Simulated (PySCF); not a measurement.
A structure optimised at PBE-D3(BJ)/def2-SVP, used in a PySCF frequency run:

```
C
H 1 1.1138
C 1 1.5550 2 109.02
H 3 1.1136 1 109.94 2 61.44
H 3 1.1140 4 105.43 1 -118.04
C 3 1.4619 4 108.86 5 -116.53
C 6 1.2229 5 150.61 3 -177.03
H 7 1.0807 5 161.04 3 -178.40
Si 1 1.9032 2 106.10 3 119.97
H 9 1.5031 1 110.39 2 51.62
H 9 1.5064 10 108.98 1 -121.20
H 9 1.5077 10 109.14 11 -117.94
Si 1 1.9091 2 106.17 3 -122.12
H 13 1.5022 1 112.07 2 48.62
H 13 1.5057 14 109.31 1 -121.00
H 13 1.5061 14 108.66 15 -118.37
```
Charge 0, spin multiplicity 1.

Write its SMILES and formula.

C#CCC([SiH3])[SiH3], C4H10Si2

What are its rotational constants (standard atomic weights)?

3.2236, 1.3687, 1.0144 GHz
